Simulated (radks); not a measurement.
Charge is removed step by step from the 3p level of Xe+, starting from [Kr] 4d10 5s2 5p5. Code: a radial shooting solver on a logarithmic mesh with Libxc functionals. Model: scalar-relativistic Kohn-Sham, LDA (Slater exchange, Perdew-Wang correlation), spin-unpolarised, spherical densities, point nucleus. At the starting occupation the eigenvalue is -926.42 eV. Estimate the energy to remove one whole electron from this level, the eigenvalue at the end, and how far E(n) bends from a straight line.

Answer. Delta-SCF 948.60 eV; final eigenvalue -972.92 eV; the deviation from the straight line is -5.811 eV at 0.5 electron removed, the largest on the grid computed. Slater's transition state (half an electron removed) gives 949.39 eV. Integrating minus the eigenvalue over the occupation (Janak's theorem) gives 949.49 eV. In this scalar-relativistic scheme the density is built from large components alone, so the theorem holds only approximately. The mean slope of the eigenvalue, de/dn, is 46.5 eV per electron.
